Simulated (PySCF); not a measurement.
TiF2I2, SMILES [I][Ti]([F])([F])[I], multiplicity 1. Geometry optimised at B3LYP-D3(BJ)/def2-SVP. The multiplicity is an assumed one; no other spin state was optimised. The structure was generated by enumeration; whether it is a known compound was not checked. The def2 effective core potentials stand for the cores of I; spin–orbit coupling is left out.

Problem. Give the equilibrium geometry at B3LYP-D3(BJ)/def2-SVP (PySCF confirms it by a frequency run) as Cartesian coordinates in Å, and its point group. (Estimate from the structure and the level; the computed values follow.)

Solution. point group C2v.
```xyz
5

Ti     0.0000     0.0000     0.9574
F      0.0000     1.4109     1.9538
F      0.0000    -1.4109     1.9538
I      2.0828     0.0000    -0.5305
I     -2.0828     0.0000    -0.5305
```
